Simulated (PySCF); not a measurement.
H2Sn, SMILES [SnH2+], charge +1, multiplicity 2.

The structure is a stationary point at PBE-D3(BJ)/def2-TZVPD. The def2 effective core potentials stand for the cores of Sn; spin–orbit coupling is left out.

Two levels are set side by side: PBE/def2-TZVPD (PySCF) and ωB97X/def2-TZVPD (PySCF). Same geometry, gas phase. Differences are taken from unrounded values.

```
quantity                      PBE
---------------------------  ----
α-spin orbital gap (eV)      2.03
β-spin orbital gap (eV)      3.19
mean polarisability (bohr³)  32.0
```

Problem. These are the PBE values. What does ωB97X give? (Estimate from the structure and the level; the computed values follow.)

Solution. 
```json
[
 {"quantity": "α-spin orbital gap (eV)", "ωB97X": "8.20", "PBE minus ωB97X": "-6.17"},
 {"quantity": "β-spin orbital gap (eV)", "ωB97X": "9.18", "PBE minus ωB97X": "-5.99"},
 {"quantity": "mean polarisability (bohr³)", "ωB97X": "31.8", "PBE minus ωB97X": "0.2"}
]
```

Rough cost on one machine, each run with all the roots and properties that it gave: ωB97X against PBE within a factor of 2.
